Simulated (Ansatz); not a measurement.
C3H10OSi can be A, `C[SiH2]C(C)O`, or B, `CC[SiH2]CO`.

Isolated molecules relaxed with PBE0-D4/def2-TZVP in Ansatz; ΔE leaves out vibrations. CCSD(T)/CBS adds triple-zeta CCSD(T) − MP2 to the extrapolated MP2 energy (def2 sets, frozen cores). Functionals use def2-TZVPP. B3LYP here is the variant with VWN-RPA as its local correlation; programs differ in this. Each species was taken in one conformer, which may not be the lowest.

(1) Which isomer does CCSD(T)/CBS put lower? Give the gap. (An estimate is asked.)

(2) Give E(B) − E(A) in kcal/mol with PBE0-D4, BLYP-D4, B3LYP, HF/def2-TZVPP, MP2/def2-TZVPP, CCSD(T)/def2-TZVPP, r2SCAN-D4. (An estimate is asked.)

(3) Does the order hold for the free energy at 298.15 K (harmonic terms from PBE0-D4)? (Best estimate.)

Largest T1 diagnostic: 0.010.

## Answers

(1) Ansatz gave: A, by 5.3 kcal/mol.

(2) The calculation gave: PBE0-D4 5.0, BLYP-D4 5.0, B3LYP 5.0, HF/def2-TZVPP 4.8, MP2/def2-TZVPP 5.4, CCSD(T)/def2-TZVPP 5.1, r2SCAN-D4 5.6. None reverses the order clearly.

(3) The calculation gave: Yes: G(B) − G(A) = +5.5 kcal/mol, for one conformer each. Modes under 60 cm⁻¹, often nearly free rotors, make the harmonic entropy too high.

Leaving LDA and LC-ωPBE aside and taking each functional with its dispersion term where it has one, the values, not all of them listed here, spread over 0.8 kcal/mol, from revPBE-D4 to B97M-V. LDA lies +0.8 kcal/mol from PBE without D4.
